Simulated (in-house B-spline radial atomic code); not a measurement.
## RPA and G0W0 on LDA exchange-only: La IV (La3+)

Configuration [Kr] 4d10 5s2 5p6, mean-field start LDA exchange-only. Computed with an all-electron radial atomic-structure program (B-spline basis): all electrons, scalar-relativistic (spin-free one-electron X2C), finite nucleus, each spin shell either full or empty, empty states to l = 9 with an (l + 1/2)⁻⁴ tail; G0W0 by contour deformation at full frequency.

Spin-orbit coupling, left out, splits p levels strongly here.

Command:
```bash
python run_gw.py task.json out
```
Settings (radii: box in bohr, nucleus in fm):
```
Z                        57
electrons                54
configuration            [Kr] 4d10 5s2 5p6
hamiltonian              x2c
method                   lda,
lmax                     9
rms_radius               4.855
spin_polarised           False
box_radius               14.14
intervals                68
```

Time taken, with all properties: 5.9 s on 1 thread of Arm Neoverse N1, on a shared host.

Energies (hartree):

| term | value |
| --- | --- |
| mean-field total | -8478.61071 |
| Hartree-Fock functional on these orbitals | -8488.05383 |
| direct second order | -5.0282 |
| second-order exchange | 1.3552 |
| SOSEX correction | 1.2617 |

**Question.** What is the RPA correlation energy, and what remains with SOSEX?

**Answer.** RPA gives -4.3898 hartree (-2.21 eV per electron); RPA + SOSEX gives -3.1281, and the second-order doubles -3.673 hartree (no singles). SOSEX takes back 29 % of the RPA value.

Quasi-particle levels (eV):

```tsv
level	occupied	mean field	Σx - vxc	Σc	QP weight	G0W0
5p	yes	-43.38	-7.03	?	?	?
4f	no	-25.930	12.71	-6.15	0.909	-19.369
```

G0W0 = mean field + (Σx - vxc) + Σc, with Σc (partial-wave tail included) taken at the quasi-particle energy. Only the outer levels were computed. Levels of low weight are left out.

**Question.** Where does G0W0 put 5p?

**Answer.** At -50.94 eV, with Σc = -0.54 eV and a quasi-particle weight of 0.914. The tabulated removal energy is 49.95 ± 0.06 eV (NIST, semi-empirical); the calculation leaves out spin-orbit coupling, Breit and QED terms, and what these don't explain is the method's own error.
